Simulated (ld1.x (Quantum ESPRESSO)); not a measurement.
What one change does to a pseudopotential (gallium, RRKJ)

- Element: Ga
- Generator: ld1.x (Quantum ESPRESSO) 7.5
- Type: norm-conserving RRKJ (Kleinman–Bylander form)
- Functional: PBE
- Relativity: scalar-relativistic
- Frozen core: [Ar]
- Valence charge: 13
- Reference configuration: 3d10 4s1 4p2
- Partial waves: 4s (bound): rc 1.95 bohr; 3d (bound): rc 0.85 bohr; 4p (bound): rc 1.75 bohr
- Local potential: the p channel
- Core correction: none
- rho0: 0.005

All-electron outer shells of the reference configuration (PBE, scalar-relativistic, ld1.x):

| shell | level (eV) | outermost node (bohr) | outermost maximum (bohr) |
| --- | --- | --- | --- |
| 3s | -150.06 | 0.27 | 0.56 |
| 3p | -100.79 | 0.24 | 0.56 |
| 3d | -21.04 | – | 0.53 |
| 4s | -10.04 | 0.80 | 1.87 |
| 4p | -3.35 | 0.87 | 2.47 |

Change: wave 4p (bound): rc 1.75 bohr becomes 4p (bound): rc 1.82 bohr.

Cutoffs: the cutoffs (Ry, on a coarse ladder) from which the occupation-weighted sum of valence levels, in a spherical-Bessel basis at the reference potential, stays within 10 and 1 mRy of its value at 400 Ry; they do not see the model core or the augmentation charge, which bear on the density cutoff. Errors are all-electron minus pseudo energies relative to the spin-unpolarised reference configuration.

**Question.** Predict the effect on cutoff, ghosts and configuration errors.

**Answer.** Both files keep a bound ghost (s); of the 7 tests that both files solve, the error grows in 0 and shrinks in 1 by more than 15 % and 0.3 meV (median size 2.9 → 2.3 meV).

```tsv
quantity	base	changed
cutoff, loose	260 Ry	260 Ry
cutoff, tight	over 300 Ry	over 300 Ry
bound ghosts	s	s
error for 3d10 4s2 4p1, meV [ΔE -6.54 eV]	+2.4	+2.1
error for 3d10 4s2 4p0, meV [ΔE -0.85 eV]	+2.6	+2.3
error for 3d10 4s1 4p0, meV [ΔE 20.28 eV]	+3.1	+2.1
error for 3d9 4s2 4p2, meV [ΔE 13.78 eV]	-781	-784
error for 3d9 4s0 4p0, meV [ΔE 115.43 eV]	-401	-389
error for 3d10 4s0 4p3, meV [ΔE 6.83 eV]	+2.9	+2.7
error for 3d10 4s1 4p1, meV [ΔE 6.52 eV]	0.0	-0.2
s: phases at 2.14 bohr within 0.05 rad from the reference energy up to (Ry; the scan ends near 5)	4.1	3.9
p: phases at 2.14 bohr within 0.05 rad from the reference energy up to (Ry; the scan ends near 5)	4.2	4.4
d: phases at 2.14 bohr within 0.05 rad from the reference energy up to (Ry; the scan ends near 5)	0.1	0.1
```

 A true bound ghost makes a file unfit for plane-wave use even where its test errors are small: the radial tests pick states by their node count and pass the ghost by.
